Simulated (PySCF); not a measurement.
Si(F)2(OH)2 (F2H2O2Si), SMILES O[Si](O)(F)F.

Coordinates come from a ωB97X-D3(BJ)/def2-SVP optimisation. The values are those of a single conformer.

The numbers are results of ωB97X-D3(BJ)/def2-SVP (PySCF 2.14.0), not measurements.

Frequencies are harmonic and unscaled.

```csv
mode,ν (cm⁻¹),IR (km/mol),Raman (Å⁴/amu),depolarisation,moving atoms (share of kinetic energy)
1,103,157.4,1.4,0.74,"H 70 %, O 17 %, F 13 %"
2,188,18.5,2.5,0.75,"H 81 %, F 16 %"
3,263,4.4,0.4,0.70,"O 52 %, F 36 %, H 12 %"
4,303,58.5,0.4,0.75,"H 36 %, O 34 %, F 28 %"
5,359,52.2,1.1,0.75,"F 49 %, O 21 %, Si 20 %, H 10 %"
6,368,54.1,1.1,0.71,"F 36 %, O 32 %, Si 22 %, H 10 %"
7,380,76.6,1.1,0.75,"O 41 %, F 36 %, Si 22 %"
8,771,59.8,4.9,0.02,"O 42 %, H 40 %, F 19 %"
9,779,193.0,2.4,0.69,"H 69 %, O 16 %, F 14 %"
10,794,83.6,3.4,0.12,"H 46 %, O 31 %, F 23 %"
11,975,220.7,0.4,0.58,"Si 49 %, F 45 %"
12,1017,243.0,0.7,0.70,"Si 49 %, O 30 %, F 15 %"
13,1042,223.6,1.4,0.52,"Si 50 %, O 33 %, F 9 %, H 9 %"
14,3945,153.3,63.0,0.38,H 94 %
15,3951,127.7,63.3,0.20,H 94 %
```
